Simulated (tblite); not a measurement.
Species: C6H13NSi2.
Geometry (GFN2-xTB, Å), atoms numbered from 1 in this order:
```xyz
22
C6H13NSi2 angstrom
C     -2.826   -1.012    0.187
C     -1.701   -1.476    0.717
Si    -0.228   -0.311    0.855
N      1.130   -1.164    0.215
C      2.417   -0.616   -0.032
C      2.749    0.788    0.354
C      2.637    0.426   -1.098
Si    -1.349    1.356   -0.293
C     -3.005    0.386   -0.320
H     -3.703   -1.648    0.098
H     -1.666   -2.496    1.072
H      0.121   -0.029    2.261
H      0.939   -1.943   -0.399
H      3.208   -1.353    0.089
H      1.968    1.398    0.779
H      3.729    0.984    0.762
H      3.536    0.381   -1.693
H      1.769    0.782   -1.631
H     -1.564    2.653    0.365
H     -0.974    1.686   -1.679
H     -3.752    0.882    0.307
H     -3.446    0.345   -1.318
```

Method: GFN2-xTB as coded in tblite; computed harmonic values from a numerical Hessian at the method's own geometry, unscaled. The method is semi-empirical: single wavenumbers can be off by several per cent or more. Modes of hydrogen on silicon can be 10 to 20 % off. One conformer, not necessarily the lowest.

Harmonic wavenumbers (cm⁻¹): 40.2, 52.8, 63.2, 100.1, 150.4, 185.4, 303.8, 318.9, 340.0, 386.2, 436.4, 443.3, 490.1, 528.4, 569.6, 576.6, 635.5, 666.7, 694.2, 714.8, 768.0, 787.6, 794.8, 800.6, 813.3, 856.9, 925.0, 932.7, 956.9, 994.5, 1034.0, 1058.6, 1078.6, 1096.3, 1116.5, 1149.7, 1153.6, 1180.9, 1260.6, 1266.1, 1326.1, 1331.4, 1379.1, 1427.6, 1464.1, 1480.9, 1663.4, 2117.4, 2154.5, 2187.3, 2934.8, 2964.2, 2974.4, 2987.1, 3054.7, 3086.2, 3088.2, 3098.9, 3115.4, 3420.9.

A = 2304, B = 735.7, C = 619.5 MHz; mass 155.059 u (most abundant isotopes); point group C1, symmetry number 1.

**Question.** Zero-point energy?

**Answer.** Half the sum of the wavenumbers: 37489 cm⁻¹ = 107.19 kcal/mol.

**Question.** What is S at 298.15 K and 1 bar for an ideal gas of classical rigid rotors and harmonic oscillators?

**Answer.** Translation 41.05, rotation 30.10, vibration 35.27: S = 106.4 cal/(mol K).

**Question.** And Cp and H(298.15 K) − H(0)?

**Answer.** Cp = 45.74 cal/(mol K), of which vibrations give 37.79 (their classical limit is 60 R = 119.2); H(298.15 K) − H(0) = 7.83 kcal/mol without the zero-point energy, 5.46 from vibrations.

**Question.** Blend soft modes into free rotors: weight 1/[1 + (100 cm⁻¹/ν̃)⁴] for the oscillator and the rest for a rotor with moment μB/(μ + B), μ = h/(8π²ν), B = 10⁻⁴⁴ kg m². What vibrational entropy results?

**Answer.** 31.47 cal/(mol K) in place of 35.27, which changes −T·S at 298.15 K by +1.13 kcal/mol.

**Question.** How do the functions run with temperature in this model?

**Answer.** 
```
 T (K)  S (cal/(mol K))  Cp (cal/(mol K))  H − H(0) (kcal/mol)  G − H(0) (kcal/mol)  ln q(vib)
    50             61.8              14.8                 0.55                -2.54       0.88
   100             73.6              19.9                 1.42                -5.94       2.47
373.15            117.7              55.3                11.62               -32.31      10.87
   500            135.9              68.5                19.51               -48.41      14.85
   750            167.3              86.1                39.03               -86.42      22.49
  1000            193.7              97.3                62.06              -131.63      29.59
```

q(vib) and H(0) count from the zero-point level.

**Question.** What must be added to the electronic energy to get the Gibbs energy at 298.15 K and 1 bar?

**Answer.** ZPE + [H(298.15 K) − H(0)] − T·S = 107.19 + 7.83 − 31.73 = 83.29 kcal/mol.

Hindered rotation and anharmonicity are outside this model. Other conformers, if any are populated, would add a mixing term that is left out. The structure is chiral; the term R ln 2 for an equal mix with its mirror image is left out.
